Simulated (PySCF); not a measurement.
C3H7O, SMILES [CH2]C(O)C, multiplicity 2.

Geometry: PBE0-D3(BJ)/def2-SVP. The isomer is the one that the SMILES or the coordinates give; other isomers of the formula were not compared. Other conformers were not sampled.

These are M06-2X/def2-TZVP (PySCF) values and carry that method's errors.

Computed frontier levels, dipole moment and polarisability:
```
Property                                                                                                         Value
---------------------------------------------------------------------------------------------  -----------------------
α spin, highest occupied and lowest empty level                                                      -7.45 and 1.92 eV
β spin, highest occupied and lowest empty level                                                     -9.66 and -1.13 eV
dipole moment                                                                                                   1.55 D
quadrupole, principal values (traceless, Buckingham form, about the centre of nuclear charge)    -4.34, 0.45, 3.89 D·Å
mean static polarisability                                                                        41.7 bohr³ (6.18 Å³)
polarisability, principal values                                                                38.5, 42.1, 44.6 bohr³
⟨S²⟩                                                                                           0.755 (pure state 0.75)
```
